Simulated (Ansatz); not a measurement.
Calculated with Ansatz (gas phase, PBE0-D4/def2-TZVP geometries, no zero-point term in ΔE). CCSD(T)/CBS is the MP2 limit (def2-TZVPP, def2-QZVPP) plus CCSD(T) − MP2 in def2-TZVPP, frozen cores. DFT in def2-TZVPP. B3LYP here is the variant with VWN-RPA as its local correlation; programs differ in this. Each species was taken in one conformer, which may not be the lowest.

Reaction (cleavage of the P–Si bond): `CCO[SiH2]P` + `N[SiH2]F` → `F[SiH2]NP` + `CCO[SiH3]`

Problem. Is it downhill or uphill in electronic energy at CCSD(T)/CBS, and by how much? (An estimate is asked.)

Solution. Computed: Uphill: ΔE = +0.48 eV.

Problem. What do these levels give: PBE-D4, r2SCAN-D4, PBE, r2SCAN, PBE0, B3LYP, HF/def2-TZVPP, MP2/def2-TZVPP, SCS-MP2/def2-TZVPP, MP2/def2-QZVPP, SCS-MP2/def2-QZVPP, CCSD/CBS(def2)? (Estimate.)

Solution. Computed: PBE-D4 0.58, r2SCAN-D4 0.55, PBE 0.59, r2SCAN 0.54, PBE0 0.56, B3LYP 0.45, HF/def2-TZVPP 0.29, MP2/def2-TZVPP 0.45, SCS-MP2/def2-TZVPP 0.38, MP2/def2-QZVPP 0.46, SCS-MP2/def2-QZVPP 0.39, CCSD/CBS(def2) 0.45 eV.

Largest T1 diagnostic among the species: 0.012.

In def2-TZVPP, CCSD(T) changes the Hartree–Fock value by +0.17 eV (the triples alone add +0.02 eV) and MP2 by +0.16 eV.
